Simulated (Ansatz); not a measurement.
The same substitution along the group Cl, Br, I.

Gas-phase electronic energies from Ansatz, PBE0-D4/def2-TZVP geometries. CBS: MP2 limit from def2 TZ/QZ plus the TZ coupled-cluster correction, frozen cores. This one scheme is used for every species. DFT in def2-TZVPP. Elements past krypton have def2 core potentials. For Br, I outer-core shells are correlated without core-valence functions, which leaves a few kJ/mol of doubt a bond. Scalar relativity is left out up to krypton. One conformer a species, not always the lowest.

```tsv
reaction	PBE-D4 (kJ/mol)	ωB97X-V (kJ/mol)	CCSD(T)/def2-SVP (kJ/mol)
`C=C(N)Cl` + `[SiH3]S` → `C=C(N)S[SiH3]` + HCl	-19	-16	-23
`C=C(N)Br` + `[SiH3]S` → `C=C(N)S[SiH3]` + HBr	-17	-15	-28
`C=C(N)I` + `[SiH3]S` → `C=C(N)S[SiH3]` + HI	-13	-14	-26
```

(1) Give the CCSD(T)/CBS values in the same order. (Best estimate.)

Largest T1 diagnostic: 0.012, for `C=C(N)S[SiH3]`.

Results:

(1) Ansatz gave: -21, -17, -8 kJ/mol.
